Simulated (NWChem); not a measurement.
System: AlCl$_{2}$F; SMILES [F][Al]([Cl])[Cl]

```xyz
4

Al     0.0000     0.0000     0.3352
F      0.0000     0.0000     1.9855
Cl    -1.8109     0.0000    -0.6728
Cl     1.8109     0.0000    -0.6728
```
Atoms are numbered in this order, from 1.

Coordinates come from a PBE0/def2-SVP optimisation.

 Unshifted, non-relativistic core excitations; the lowest 4 roots alone, so stronger bands may lie above.

List the first F K-edge excitations from PBE0/def2-TZVP, restricted-window TDA (NWChem).


| state | energy (eV) | dipole oscillator strength | leading excitation (squared amplitude) |
|---|---|---|---|
| S1 | 670.4 | 0.0068 | 1s of atom 2 or its equivalents → LUMO (0.98) |
| S2 | 671.0 | 0.0082 | 1s of atom 2 or its equivalents → LUMO+1 (0.99) |
| S3 | 673.7 | 0.0002 | 1s of atom 2 or its equivalents → LUMO+2 (0.97) |
| S4 | 674.0 | 0.0107 | 1s of atom 2 or its equivalents → LUMO+3 (0.95) |
